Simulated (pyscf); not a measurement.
Optimised with ωB97X-D3(BJ)/def2-SVP in PySCF.

Q: How much does it cost (ΔH, 298 K, ωB97M-D3(BJ)/def2-TZVP) to split `[CH3][N]([CH3])[GaH][NH2]` at its Ga–N bond into H₃C–N•–CH₃ + [H₂N–GaH]•?

A: Ga–N to H₃C–N•–CH₃ + [H₂N–GaH]•: 319.1 kJ/mol. The 7 functionals that were run give +297.5 (r²SCAN) to +334.8 kJ/mol (ωB97X-D3(BJ)/def2-TZVP). The radicals are drawn with the spin at the cut bond; how far it spreads was not checked. H₃C–N•–CH₃ lies 42.8 kJ/mol over its isomer H₃C–CH•–NH₂ (electronic energy, ωB97M-D3(BJ)/def2-TZVP). Other isomers of [H₂N–GaH]• were not searched in full and may lie lower. Elements up to Kr have no core potential and no relativistic terms here.
